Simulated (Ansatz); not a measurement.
# Worked example: C4H10S2 + GeH(NH2)3 → C3H8S2 + Ge(CH3)(NH2)3

Species: C4H10S2 (diethyl disulfide) `CCSSCC`, singlet; GeH(NH2)3, singlet; C3H8S2 (methyl ethyl disulfide) `CCSSC`, singlet; Ge(CH3)(NH2)3, singlet. The partners trade CH3 for H: C–CH3 and Ge–H bonds give way to C–H and Ge–CH3.

Shapes, held fixed at every level: PBE0-D4/def2-TZVP. Flexible molecules stand in one conformer, not always the lowest. Programs: Ansatz 0.2.0. Electronic energies: no zero-point or thermal term.

At CCSD(T)/def2-TZVPP; 1 Eh = 2625.50 kJ/mol:

| species | energy (Eh) |
| --- | --- |
| C4H10S2 | -953.628266 |
| GeH(NH2)3 | -2243.886274 |
| C3H8S2 | -914.385792 |
| Ge(CH3)(NH2)3 | -2283.142270 |

Work out ΔE of the reaction at this level.


1. Products less reactants: (-914.385792) + (-2283.142270) − [(-953.628266) + (-2243.886274)] = -0.013522 Eh = -35.5 kJ/mol.

Other levels give -36.3 (MP2/def2-TZVPP) to -30.9 kJ/mol (PBE-D4/def2-TZVPP). No measured value is set beside it here. Relativity is left out for Ge unless named. Correlated rows may include outer-core shells of Ge, which these sets cover unevenly.
